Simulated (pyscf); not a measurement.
# HN=Sn(NH₂)–NH₂, singlet

Gas-phase minimum from PySCF at ωB97X-D3(BJ)/def2-SVP, one conformer. 

```
Sn
N 1 1.9050
H 2 1.0297 1 107.87
N 1 2.0029 2 120.63 3 -174.20
H 4 1.0161 1 117.61 2 -146.08
H 4 1.0162 5 110.23 1 -137.03
N 1 2.0148 2 138.19 3 7.29
H 7 1.0163 1 117.50 2 -16.82
H 7 1.0174 8 109.81 1 135.52
```
Charge 0, spin multiplicity 1.

Properties at ωB97X-D3(BJ)/def2-SVP:

| Quantity | Value |
|---|---|
| Harmonic wavenumbers, unscaled | 137, 151, 167, 228, 261, 406, 409, 462, 636, 655, 759, 768, 844, 972, 1532, 1545, 3491, 3588, 3599, 3693, 3703 cm⁻¹ |
| Zero-point energy | 40.0 kcal/mol |
| Rotational symmetry number | 1 |
| Entropy of this conformer at 298 K and 1 atm, rigid rotor and harmonic oscillator, modes under 100 cm⁻¹ raised to 100 | 346.7 J/(mol K) |
| Dipole moment | 3.58 D |

Single-point totals, which compare only within one level:

```tsv
level	total energy (hartree)
ωB97X-D3(BJ)/def2-TZVP	-381.72272
PBE/def2-TZVP	-381.40183
r²SCAN/def2-TZVP	-381.58578
B3LYP-D3(BJ)/def2-TZVP	-381.68255
PBE0-D3(BJ)/def2-TZVP	-381.41190
M06-2X/def2-TZVP	-381.45712
ωB97M-D3(BJ)/def2-TZVP	-381.67233
```

Soft torsions are taken as harmonic, which can shift the entropy by several J/(mol K). Elements past Kr carry the def2 core potentials, without spin-orbit coupling.
